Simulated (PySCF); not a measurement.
**Working with the constants of SnN⁺**

ROHF-CCSD(T) constants of SnN⁺, ³Σ⁻ (triplet), unpaired electrons π ↑↑ (PySCF, scalar-relativistic core potentials, basis sets Sn cc-pVDZ-PP with ECP28, N cc-pVDZ; masses 119.9022 and 14.0031 u):

* ωe: 476.3 cm⁻¹
* ωexe: 4.74 cm⁻¹
* Be: 0.2834 cm⁻¹
* αe: 0.00288 cm⁻¹
* De to Sn⁺ + N: 1.00 eV

(1) What force constant and bond length do these constants imply?

(2) Estimate the centrifugal constant D from the Kratzer relation and find the Dunham coefficient a1.

Correlated steps freeze 5 core orbitals. Correlated levels converge slowly with the basis: in double zeta they bind strong bonds too weakly, by up to about 1 eV, and carry superposition errors of some tenths. Spin–orbit coupling is left out, which matters for elements this heavy, above all for dissociation energies. For an ion De counts to the pair picked by the measured ionisation energies or electron affinities, which need not be the lowest pair at this level. The state is the lowest determinant that a PBE0 search found; another state may lie lower at other levels.

Results:

(1) Reduced mass μred = 12.539 u; k = 5.8918×10⁻⁷·μred·ωe² (u, cm⁻¹, mdyn/Å) = 1.68 mdyn/Å; Re = √(16.8576/(μred·Be)) (u, cm⁻¹, Å) = 2.178 Å.

(2) D = 4Be³/ωe² = 4.01e-07 cm⁻¹; a1 = −1 − αeωe/(6Be²) = -3.85.
